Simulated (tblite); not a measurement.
Input of a run (GFN2-xTB geometry optimisation, gas phase (tblite 0.8.0)), started from a force field or distance geometry:
```
{"job": {"kind": "relax", "xc": "GFN2-xTB", "basis": "xTB"}, "charge": 0, "multiplicity": 2}
C     -1.870400     1.471700    -0.054200
C     -0.781800     0.515900    -0.521900
C     -1.505500    -0.663600    -1.123200
C     -0.072300     0.120400     0.767000
C      1.067200    -0.847700     0.571000
C      2.061400    -0.133300    -0.359000
O      3.146200    -0.980900    -0.587400
H     -2.261000     1.980000    -0.940800
H     -1.486200     2.186000     0.706200
H     -2.688200     0.872100     0.413600
H     -1.446700    -1.590500    -0.527800
H     -1.180900    -0.851800    -2.147700
H     -2.611900    -0.410200    -1.178500
H     -0.829500    -0.289600     1.488500
H      0.343700     1.058900     1.202500
H      0.714900    -1.748900     0.043000
H      1.582900    -1.079100     1.515000
H      1.476100     0.027500    -1.305800
H      2.350600     0.849900     0.042100
H      3.986200    -0.476200    -0.415400
```

Output (eV, eV/Å):
```
step      E/eV     max force
  0    -637.46997    3.561
  1    -637.75159    2.244
  2    -637.90618    0.647
  3    -637.95725    0.687
  4    -638.01906    0.840
  5    -638.10668    0.845
  6    -638.19051    0.691
  7    -638.24207    0.489
  8    -638.28017    0.386
  9    -638.30356    0.457
 10    -638.32395    0.539
 11    -638.34571    0.430
 12    -638.36223    0.213
 13    -638.37391    0.187
 14    -638.38171    0.179
 15    -638.38756    0.140
 16    -638.39209    0.128
 17    -638.39559    0.148
 18    -638.39860    0.119
 19    -638.40143    0.124
 20    -638.40400    0.093
 21    -638.40632    0.091
 22    -638.40851    0.095
 23    -638.41041    0.091
 24    -638.41197    0.098
 25    -638.41342    0.101
 26    -638.41486    0.105
 27    -638.41634    0.093
 28    -638.41800    0.096
 29    -638.42015    0.111
 30    -638.42312    0.160
 31    -638.42712    0.228
 32    -638.43196    0.232
 33    -638.43803    0.200
 34    -638.44454    0.281
 35    -638.44943    0.505
 36    -638.45419    0.739
 37    -638.46552    0.214
 38    -638.47391    0.181
 39    -638.48644    0.409
 40    -638.49298    0.243
 41    -638.50555    0.228
 42    -638.51354    0.263
 43    -638.50642    0.865
 44    -638.51942    0.161
 45    -638.52202    0.138
 46    -638.53180    0.180
 47    -638.53372    0.127
 48    -638.53716    0.111
 49    -638.53905    0.101
 50    -638.54202    0.106
 51    -638.54402    0.095
 52    -638.54542    0.120
 53    -638.54622    0.088
 54    -638.54716    0.075
 55    -638.54803    0.074
 56    -638.54906    0.070
 57    -638.54953    0.063
 58    -638.55015    0.047
 59    -638.55058    0.044
 60    -638.55102    0.046
 61    -638.55141    0.049
 62    -638.55182    0.051
 63    -638.55227    0.058
 64    -638.55284    0.070
 65    -638.55341    0.066
 66    -638.55392    0.056
 67    -638.55442    0.049
 68    -638.55496    0.042
 69    -638.55551    0.046
 70    -638.55597    0.044
 71    -638.55631    0.042
 72    -638.55660    0.050
 73    -638.55696    0.053
 74    -638.55738    0.051
 75    -638.55781    0.053
 76    -638.55826    0.051
 77    -638.55880    0.046
 78    -638.55950    0.059
 79    -638.56026    0.069
 80    -638.56095    0.068
 81    -638.56158    0.059
 82    -638.56225    0.063
 83    -638.56315    0.072
 84    -638.56433    0.086
 85    -638.56575    0.089
 86    -638.56740    0.105
 87    -638.56923    0.120
 88    -638.57074    0.237
 89    -638.57108    0.149
 90    -638.57302    0.097
 91    -638.57395    0.108
 92    -638.57541    0.078
 93    -638.57626    0.063
 94    -638.57731    0.080
 95    -638.57818    0.068
 96    -638.57876    0.070
 97    -638.57915    0.054
 98    -638.57949    0.068
 99    -638.57981    0.063
100    -638.58011    0.046
101    -638.58036    0.036
102    -638.58049    0.023
103    -638.58061    0.024
104    -638.58074    0.026
105    -638.58089    0.030
106    -638.58101    0.027
107    -638.58112    0.031
108    -638.58127    0.033
109    -638.58151    0.040
110    -638.58186    0.050
111    -638.58222    0.042
112    -638.58254    0.043
113    -638.58287    0.043
114    -638.58335    0.056
115    -638.58402    0.074
116    -638.58470    0.063
117    -638.58519    0.045
118    -638.58558    0.041
119    -638.58599    0.050
120    -638.58643    0.055
121    -638.58684    0.057
122    -638.58718    0.048
123    -638.58761    0.052
124    -638.58837    0.060
125    -638.58915    0.061
126    -638.58992    0.050
127    -638.59040    0.055
128    -638.59075    0.051
129    -638.59111    0.060
130    -638.59148    0.043
131    -638.59209    0.059
132    -638.59241    0.051
133    -638.59276    0.054
134    -638.59300    0.032
135    -638.59319    0.023
136    -638.59336    0.029
137    -638.59347    0.019
138    -638.59354    0.017
139    -638.59358    0.016
140    -638.59362    0.011
141    -638.59365    0.014
142    -638.59367    0.008
```

Task: Summarise the run.

Result: The energy falls by 1.124 eV over 142 L-BFGS steps, the largest force on an atom goes from 3.56 to 0.008 eV/Å, and the atoms move by 0.626 Å rms after alignment. The bond that changes most is C3–H13 (ends: carbon bonded to C and 3 H; hydrogen on carbon), which shortens by 0.046 Å. Bonds longer at the end by more than 0.005 Å: 3 of 19; shorter: 14. Among the angles that change most is C1–C2–C4, from 103.7° to 121.4°. Among the dihedrals that turn most is C1–C2–C4–H14, from 55° to 134°. The energy rose by more than 1e-5 eV at step 43. The first step brought 25 % of the lowering.

Task: What are the final bond lengths?

Result: C1–C2 1.485 Å, C2–C3 1.485 Å, C2–C4 1.484 Å, C4–C5 1.545 Å, C5–C6 1.527 Å, C6–O7 1.409 Å, C1–H8 1.092 Å, C1–H9 1.088 Å, C1–H10 1.097 Å, C3–H11 1.089 Å, C3–H12 1.097 Å, C3–H13 1.091 Å, C4–H14 1.097 Å, C4–H15 1.092 Å, C5–H16 1.091 Å, C5–H17 1.094 Å, C6–H18 1.092 Å, C6–H19 1.101 Å, O7–H20 0.964 Å. Numbering counts from 1 in the input's order; the species is `C[C](C)CCCO` [radical].

On Arm Neoverse V2, one thread, shared host with 96 logical CPUs at a one-minute load of 81, this took 0.74 s.

Its GFN2-xTB frequencies are all real (lowest 37 cm⁻¹).

One conformer stands for the species.

The numbers are calculated, not measured.
